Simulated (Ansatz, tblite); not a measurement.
Spin states of MoO2⁺ (the lowest doublet isomer of a short search), each relaxed with PBE0-D4/def2-TZVP in Ansatz. Electronic energies in the gas phase.

In the def2 sets Mo takes a core potential; there is no spin–orbit coupling. The xTB rows come from tblite. LC-ωPBE has ω = 0.4 bohr⁻¹. Correlated methods freeze 2 core orbitals; core or outer-core shells of Mo are correlated, in sets that lack core-valence functions. The structure comes from a short search, and lower isomers may exist.

Doublet geometry (C2v within 0.1 Å):

```tsv
atom	x (Å)	y (Å)	z (Å)
Mo1	0.639	-0.148	-0.095
O2	0.024	1.043	0.856
O3	-0.663	-0.896	-0.762
```

Quartet geometry (C2v within 0.1 Å):

Cartesian coordinates in Å:
```
Mo 0.2309 0.0061 0.4072
O -1.1138 1.0548 0.3465
O 0.8829 -1.0609 -0.7537
```

Run but left out: HF/def2-TZVP, HF/def2-TZVPP, MP2/def2-TZVP, MP2/def2-TZVPP, CCSD/def2-TZVPP, CCSD(T)/def2-TZVPP (doublet: ⟨S²⟩ 1.84 to 1.85, where a pure state has 0.75).

Only these spin states were relaxed.

```tsv
level	quartet − doublet (kcal/mol)	lowest of these
GFN1-xTB	86.4	doublet
GFN2-xTB	49.5	doublet
LDA (SPW92)/def2-TZVP	64.9	doublet
PBE-D4/def2-TZVP	57.7	doublet
revPBE-D4/def2-TZVP	56.6	doublet
r2SCAN-D4/def2-TZVP	55.0	doublet
PBE0-D4/def2-TZVP	51.6	doublet
LC-ωPBE/def2-TZVP	52.3	doublet
B2PLYP/def2-TZVP	64.8	doublet
RPA@PBE/def2-TZVP	56.0	doublet
```

```tsv
state	donor atoms	mean metal–ligand distance (Å)	range (Å)	Mulliken spin on the metal (PBE0)
doublet	2	1.643	1.64–1.64	1.04
quartet	2	1.706	1.71–1.71	1.78
```

⟨S²⟩ at PBE0-D4/def2-TZVP: doublet 0.76 (pure 0.75), quartet 3.78 (pure 3.75).

Change of the quartet − doublet gap on mixing in exact exchange, in kcal/mol: PBE to PBE0 (25 % exact exchange) -6.1.

The xTB methods have no spin-polarisation term.
